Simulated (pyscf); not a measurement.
# `[CH3][Si][CH3]`, singlet

Gas-phase minimum from PySCF at ωB97X-D3(BJ)/def2-SVP, one conformer. H₃C–Si:–CH₃ [singlet] lies 7.4 kcal/mol over its isomer H₂C=CH–SiH₃, and others may lie lower still (electronic energy, ωB97M-D3(BJ)). 

```
Si
C 1 1.9062
H 2 1.1009 1 113.70
H 2 1.1039 3 109.53 1 -128.57
H 2 1.1093 3 107.11 4 -114.92
C 1 1.9062 2 97.60 3 -164.99
H 6 1.1009 1 113.74 2 -165.68
H 6 1.1040 7 109.49 1 -128.31
H 6 1.1092 7 107.20 8 -114.91
```

Properties at ωB97X-D3(BJ)/def2-SVP:

| Item | Value |
|---|---|
| Harmonic wavenumbers, unscaled | 114, 117, 263, 516, 575, 667, 677, 740, 868, 1250, 1258, 1412, 1418, 1440, 1447, 3026, 3028, 3117, 3122, 3170, 3170 cm⁻¹ |
| Zero-point energy | 44.9 kcal/mol |
| Rotational symmetry number | 2 |
| Entropy of this conformer at 298 K and 1 atm, rigid rotor and harmonic oscillator, modes under 100 cm⁻¹ raised to 100 | 296.4 J/(mol K) |
| Dipole moment | 1.40 D |

Single-point totals, which compare only within one level (frozen core for MP2 and CC):

```tsv
level	total energy (hartree)
ωB97X-D3(BJ)/def2-TZVP	-369.37438
PBE/def2-TZVP	-369.03493
r²SCAN/def2-TZVP	-369.21867
B3LYP-D3(BJ)/def2-TZVP	-369.34232
PBE0-D3(BJ)/def2-TZVP	-369.08245
M06-2X/def2-TZVP	-369.23835
ωB97M-D3(BJ)/def2-TZVP	-369.36767
HF/def2-TZVPP	-368.15047
MP2/def2-TZVPP	-368.61404
CCSD/def2-TZVPP	-368.65832
CCSD(T)/def2-TZVPP	-368.67829
```

Soft torsions are taken as harmonic, which can shift the entropy by several J/(mol K). The CCSD(T) − MP2 part came from Ansatz, without density fitting, on the same reference.
